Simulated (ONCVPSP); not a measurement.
**Before and after: ONCV potential for Tl**

ONCVPSP 4.0.1 input, shortened (lines: element, Z, core and valence counts, functional; n l f; lmax; l rc ep ncon nbas qcut; lloc lpopt rc5 dvloc0; l nproj debl; icmod fcfact rcfact), PBE, scalar-relativistic:

```
  Tl 81.00   10    5        4      upf
    1    0    2.00
    2    0    2.00
    2    1    6.00
    3    0    2.00
    3    1    6.00
    3    2   10.00
    4    0    2.00
    4    1    6.00
    4    2   10.00
    4    3   14.00
    5    0    2.00
    5    1    6.00
    5    2   10.00
    6    0    2.00
    6    1    1.00
    2
    0    1.60    0.00    4    7    9.40
    1    1.95    0.00    4    8    8.30
    2    2.10    0.00    4    8    8.50
    4    5    1.45    0.00
    0    3    2.80
    1    3    0.60
    2    3    2.80
    1    0.20    0.00
```

Change: core correction Teter function fitted to the true core (icmod 2), fcfact 0.3.

Cutoffs: the cutoffs (Ha) at which the residual kinetic energy of the hardest occupied pseudo-wave falls to 1 and 0.1 mHa per electron; they do not see the model core or the augmentation charge, which bear on the density cutoff. Errors are all-electron minus pseudo energies relative to the spin-unpolarised reference configuration.

Predict the effect on cutoff, ghosts and configuration errors.

The potential gets neither clearly harder nor softer (28 Ha and 33 Ha → 28 Ha and 33 Ha); the errors of the 3 common tests hardly move; neither file shows a bound ghost. A model core, the more so a compact one, raises the density cutoff, which this test does not measure.

```csv
quantity,base,changed
"cutoff, loose",28 Ha,28 Ha
"cutoff, tight",33 Ha,33 Ha
bound ghosts,none,none
GHOST(+) flags under 300 eV,none,none
tests with a reliable result,3 of 4,3 of 4
"error for 5s2 5p6 5d10 6s2 6p0, meV [ΔE 5.17 eV]",-2.5,-2.4
"error for 5s2 5p6 5d10 6s1 6p0, meV [ΔE 25.95 eV]",-13,-12
"error for 5s2 5p6 5d10 6s0 6p3, meV [ΔE 15.21 eV]",-7.9,-7.5
s: phases at 1.62 bohr within 0.05 rad from the reference energy up to (Ha; the scan ends near 5),to the end of the scan,to the end of the scan
p: phases at 1.98 bohr within 0.05 rad from the reference energy up to (Ha; the scan ends near 5),to the end of the scan,to the end of the scan
d: phases at 2.13 bohr within 0.05 rad from the reference energy up to (Ha; the scan ends near 5),to the end of the scan,to the end of the scan
"rms error of d²Exc/dni dnj with the model core, mHa",1.06,0.92
```
